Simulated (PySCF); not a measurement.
Methane selenol, CH4Se.
SMILES: `C[SeH]`

A linear-response calculation (PySCF, def2-SVPD basis, gas phase, vertical, core orbitals frozen in the response) gave these numbers; the functional is withheld.

Orbital energies (eV): HOMO-3 -11.99, HOMO-2 -10.65, HOMO-1 -9.24, HOMO -6.51, LUMO -0.15, LUMO+1 0.35, LUMO+2 1.33.

```tsv
state	E (eV)	f	main configurations (H = HOMO, L = LUMO)
S1	4.81	0.0033	H→L (97%)
S2	5.52	0.037	H→L+1 (99%)
S3	6.61	0.034	H→L+2 (61%), H→L+3 (36%)
S4	6.75	0.0048	H→L+3 (59%), H→L+2 (39%)
S5	6.98	0.034	H→L+4 (98%)
S6	7.65	0.026	H→L+5 (98%)
```

Triplets (Tamm–Dancoff): T1 4.36 eV, H→L (92%); T2 5.04 eV, H→L+1 (94%); T3 6.24 eV, H→L+3 (78%), H→L+2 (9%); T4 6.63 eV, H→L+4 (55%), H-1→L (35%).

Vertical ionisation energy by ΔSCF with the same functional: 8.96 eV. Mean static polarisability: 43.4 au.

Question: Name the functional.
A. HF
B. PBE0
C. CAM-B3LYP
D. PBE

Answer: B. PBE0 is a global hybrid with 25% exact exchange. In this run −ε(HOMO) = 6.51 eV differs from the ΔSCF value by -2.45 eV, and S1 differs from the orbital gap of 6.36 eV by -1.55 eV. The ratio −ε(HOMO)/IP is 0.73. Usual ranges for neutral molecules in this basis: 0.7 to 0.83 with PBE0, 0.5 to 0.7 with PBE, 0.85 to 0.93 with CAM-B3LYP; with Hartree–Fock the ratio is 1 or more (Koopmans' value less the relaxation energy is the ΔSCF value). The other options: PBE, a GGA without exact exchange; HF, time-dependent Hartree–Fock, 100% exact exchange; CAM-B3LYP, range-separated, 19% exact exchange at short range and 65% at long range (ω = 0.33 bohr⁻¹).

Method used: TDDFT PBE0/def2-SVPD, vertical, gas phase, core orbitals frozen in the response in PySCF 2.14.0, density-fitted response routines. Isolated species at its PBE0-D3(BJ)/def2-SVP geometry, gas phase. Relativistic effects, spin–orbit coupling among them, are left out although an element past zinc is present.
